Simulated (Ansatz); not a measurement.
`[SiH3][AsH2]` + `C[SeH]` → `C[Se][AsH2]` + SiH₄ at 400 K and 1 bar (cleavage of the As–Si bond).

Isolated molecules relaxed with PBE0-D4/def2-TZVP in Ansatz; ΔE leaves out vibrations. CCSD(T)/CBS is the MP2 limit (def2-TZVPP, def2-QZVPP) plus CCSD(T) − MP2 in def2-TZVPP, frozen cores. This one scheme is used for every species. For As, Se outer-core shells are correlated without core-valence functions, which leaves a few kJ/mol of doubt a bond. Scalar relativity is left out up to krypton.

```json
{"species": "`[SiH3][AsH2]`", "CCSD(T)/CBS energy (Eh)": "-2527.08228", "H − E (kJ/mol)": "128.9", "S (J/(mol·K))": "317.0"}
{"species": "`C[SeH]`", "CCSD(T)/CBS energy (Eh)": "-2441.15625", "H − E (kJ/mol)": "135.4", "S (J/(mol·K))": "284.5"}
{"species": "`C[Se][AsH2]`", "CCSD(T)/CBS energy (Eh)": "-4676.77761", "H − E (kJ/mol)": "168.0", "S (J/(mol·K))": "364.9"}
{"species": "SiH₄", "CCSD(T)/CBS energy (Eh)": "-291.46306", "H − E (kJ/mol)": "96.9", "S (J/(mol·K))": "218.6"}
```

H − E and S are ideal-gas, rigid-rotor, harmonic terms from PBE0-D4/def2-TZVP. 1 Eh = 2625.50 kJ/mol, R = 8.31446 J/(mol·K).

By hand: ΔE, ΔH, ΔS and ΔG.

ΔE = (-4676.77761) + (-291.46306) − (-2527.08228) − (-2441.15625) = -0.00214 Eh = -5.6 kJ/mol. Δ(H − E) = 168.0 + 96.9 − 128.9 − 135.4 = 0.6, so ΔH = -5.0 kJ/mol. ΔS = 364.9 + 218.6 − 317.0 − 284.5 = -18.0 J/(mol·K). ΔG = -5.0 − 400 × (-18.0)/1000 = 2.2 kJ/mol.

By hand: the equilibrium constant, and the temperature at which ΔG would vanish if ΔH and ΔS stayed fixed.

log₁₀ K = −ΔG/(RT ln 10) = -0.3. ΔG = 0 at ΔH/ΔS = 278 K, though so small a ΔH makes that figure unsure.

TΔS isn't small against ΔH here. The sign of ΔG lies within the doubt. A doubt of 5 kJ/mol in ΔE shifts log₁₀ K by 0.7 here. These are equilibria of isolated gas molecules and say nothing of rates. Largest T1 diagnostic: 0.011 (customary marks: 0.02 for closed shells, 0.045 for open ones).
